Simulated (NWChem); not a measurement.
CH5Si, doublet; SMILES [SiH2]C

```xyz
7

C     -0.0084     1.2099     0.0000
Si    -0.1210    -0.6706     0.0000
H     -0.4983     1.6311     0.8908
H     -0.4983     1.6311    -0.8908
H      1.0441     1.5389     0.0000
H      0.5023    -1.2690     1.2235
H      0.5023    -1.2690    -1.2235
```
Atoms are numbered in this order, from 1.

Results from NWChem. Geometry optimised at PBE0/def2-SVP; all other runs use it. Pople sets run with spherical d functions. Spin-unrestricted. In the optimisation the excess spin sits in a' (Cs, its own frame). Spin-orbit coupling enters the g values alone. Excited states of an open shell can be spin-contaminated.

```tsv
quantity	level	value
A(iso) 1H atom 5 (MHz)	CAM-B3LYP/6-31G*	63.5
Δg2 (ppt)	BP86/x2c-SVPall, ZORA	1.91
vertical, lowest excitation (eV)	LRC-wPBEh/def2-SVP, TDA	[?]
dipole in solution (D) in N,N-dimethylformamide	PBE0/def2-SVP, SMD	[?]
dipole (D)	PBE0/def2-SVP	0.86
highest harmonic frequency (cm⁻¹)	PBE0/def2-SVP	[?]
```

Q: Some entries are withheld; supply them.

A: 
- vertical, lowest excitation (eV), value: 5.37
- dipole in solution (D) in N,N-dimethylformamide, value: 1.15
- highest harmonic frequency (cm⁻¹), value: 3174
